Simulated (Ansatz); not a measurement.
Harmonic frequencies (cm⁻¹) at PBE0-D4/def2-TZVP from Ansatz: 17, 57, 80, 113, 148, 155, 158, 168, 201, 216, 250, 290, 411, 588, 626, 632, 641, 798, 914, 1019, 1088, 1106, 1134, 1205, 1252, 1347, 1384, 1403, 1458, 1462, 1478, 1485, 1501, 1512, 2992, 2996, 3052, 3060, 3063, 3069, 3129, 3133.

Each molecule was computed in one conformer, which needn't be the lowest.

Task: Which molecule is it?
A. `[NH2][Hf]([NH2])([NH2])[NH2]`
B. `C[O][Hf]([OH])([OH])[SeH]`
C. `C[O][Hf]([OH])([OH])[S]C`
D. `CC[N](C)[Hf]([F])([F])[F]`

Result: D.
